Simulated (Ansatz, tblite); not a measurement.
Forces on AsAsAsSb tetrahedron (SbAs₃) at its PBE0-D4/def2-SVP geometry. Total charge 0; singlet.

In the def2 sets Sb takes a core potential; there is no spin–orbit coupling. The xTB rows come from tblite.

GFN1-xTB (tblite), largest force 1.09 eV/Å:

```xyz
4
positions Å, forces eV/Å
As   -0.953    1.081   -0.466    0.479   -0.409    0.077
As   -0.771   -1.303    0.030    0.412    0.471   -0.106
As    0.393    0.327    1.426   -0.018   -0.130   -0.621
Sb    1.331   -0.104   -0.989   -0.873    0.068    0.649
```

GFN2-xTB (tblite), largest force 0.87 eV/Å:

```
As 0.463 -0.645 0.366
As 0.353 0.797 0.066
As -0.351 -0.189 -0.778
Sb -0.465 0.036 0.346
```

BHLYP-D4/def2-TZVP (Ansatz), largest force 0.37 eV/Å:

```
As 0.188 -0.192 0.067
As 0.156 0.228 -0.020
As -0.050 -0.059 -0.266
Sb -0.294 0.023 0.219
```
